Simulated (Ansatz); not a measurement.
Ansatz results at the PBE0-D4/def2-TZVP geometry: HOMO–LUMO gap (PBE0/def2-TZVPP) 5.80 eV; size of the dipole moment (PBE/def2-TZVPP) 1.83 D; size of the dipole moment (ωB97M-V/def2-TZVPP) 1.84 D.

Each molecule was computed in one conformer, which needn't be the lowest.

Problem. Which molecule gave them?
A. `NB[Se][SiH3]`
B. `N[Si](F)([SiH3])S`
C. `N[SiH2][NH][InH2]`
D. `O=C[SiH2]Br`

Solution. C. The others give `N[Si](F)([SiH3])S`: 7.35, 2.60, 2.63; `NB[Se][SiH3]`: 6.90, 2.45, 2.55; `O=C[SiH2]Br`: 5.38, 0.76, 0.98.
